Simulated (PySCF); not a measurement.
YCl3, SMILES [Cl][Y]([Cl])[Cl]. Atoms are numbered in the order given.

```xyz
4

Y      0.0000     0.0000     0.0000
Cl     2.4481     0.0000     0.0000
Cl    -1.2240    -2.1201     0.0000
Cl    -1.2240     2.1201     0.0000
```

Geometry: B3LYP-D3(BJ)/def2-SVP. The isomer is the one that the SMILES or the coordinates give; other isomers of the formula were not compared. The def2 effective core potentials stand for the cores of Y; spin–orbit coupling is left out.

Level of theory: M06-2X/def2-TZVPD run with PySCF.

Symmetry labels are those of the subgroup C2v that the program uses (full group D3h).

Question: List the valence orbital energies around the gap with their symmetry. (Estimate from the structure and the level; the computed values follow.)

Answer: 
| orbital | symmetry | energy (eV) |
|---|---|---|
| HOMO−7 | B1 | -11.42 |
| HOMO−6 | A1 | -11.42 |
| HOMO−5 | B2 | -10.88 |
| HOMO−4 | A2 | -10.88 |
| HOMO−3 | B1 | -10.71 |
| HOMO−2 | A1 | -10.71 |
| HOMO−1 | B2 | -10.70 |
| HOMO | B1 | -10.44 |
| LUMO | A1 | -2.47 |
| LUMO+1 | B2 | -1.09 |
| LUMO+2 | A2 | -1.09 |
| LUMO+3 | B2 | -0.30 |
